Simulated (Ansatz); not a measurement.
Ideal-gas functions of BClH3NO, SMILES `NB(O)Cl` at 298.15 K and 1 bar, from an Ansatz frequency run at PBE0-D4/def2-TZVP.

Molar mass 79.29 g/mol, point group Cs (symmetry number 1), electronic degeneracy 1, moments of inertia 52.731, 109.033, 161.764 u Å². Harmonic wavenumbers (cm⁻¹, unscaled): 319, 370, 405, 443, 550, 593, 626, 917, 1005, 1259, 1464, 1629, 3645, 3756, 3914.

Use S(trans) = R[1.5 ln M + 2.5 ln T − 1.1517]; rotational temperatures θ = 24.2544 K / I; S(rot) = R[ln(√π/σ · √(T³/θAθBθC)) + 1.5]; for each mode x = 1.438777 ν̃/T, S = R[x/(eˣ − 1) − ln(1 − e⁻ˣ)] and H = RT x/(eˣ − 1); 1 cm⁻¹ = 0.0119627 kJ/mol; R = 8.31446 J/(mol·K).

Problem. By hand: the entropy, in J/(mol·K).

Solution. Translation 163.4. Rotation: θ = 0.46, 0.2225, 0.1499 K, giving 105.7. Vibration, mode by mode: 5.50, 4.52, 3.95, 3.42, 2.28, 1.93, 1.70, 0.55, 0.38, 0.14, 0.06, 0.03, 0.00, 0.00, 0.00, in all 24.5. Electronic 0.0. Sum 293.6 J/(mol·K).

Problem. By hand: H − E and G − E in kJ/mol, counted from the electronic energy.

Solution. Zero-point energy ½ × 20895 × 0.0119627 = 125.0; thermal vibration 5.0; translation, rotation and pV give 4 RT = 9.9. H − E = 139.9 kJ/mol, and G − E = 139.9 − 298.15 × 293.6/1000 = 52.4 kJ/mol.

Vibration gives 8 % of the entropy. The sum counts one conformer and one mirror image; others add a mixing term.
